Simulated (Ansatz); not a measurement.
Frontier orbitals of C$_{2}$H$_{8}$B$_{2}$Si.

Z-matrix (Å, degrees):
```
Si
C 1 1.868
B 1 2.054 2 128.8
B 1 2.084 2 119.2 3 -51.1
C 1 1.948 2 112.4 3 48.8
H 1 1.482 2 113.7 3 175.4
H 2 1.092 1 110.1 3 -0.2
H 2 1.092 1 111.0 3 -120.4
H 2 1.092 1 110.6 3 119.1
H 3 1.354 1 89.2 2 -38.1
H 4 1.181 1 136.5 2 -61.5
H 5 1.087 1 114.1 2 124.9
H 5 1.087 1 114.8 2 -6.8
```

Total charge 0; spin multiplicity 1. The bonds changed during the relaxation, so this is another structure than the one it started from. The geometry is a stationary point of PBE0-D4/def2-TZVP. Basis def2-TZVPP, the Gaussian-basis code of Ansatz.

Orbital energies of one run (eV). Highest occupied ones, from the top: -6.92, -8.23, -9.16, -9.67, -10.78, -11.78, -11.91, -12.43, -12.51, -13.89, -17.37, -20.21, -21.27, -101.17. Empty: -0.59, 0.68, 1.28, 1.55, 1.67, 2.28.

Task: Which functional gave them?
A. PBE
B. CAM-B3LYP
C. r2SCAN0
D. LC-ωPBE

Result: C. HOMO energies: r2SCAN0 -6.92, PBE -5.76, CAM-B3LYP -8.02, LC-ωPBE -9.34 eV.

LC-ωPBE has ω = 0.4 bohr⁻¹.
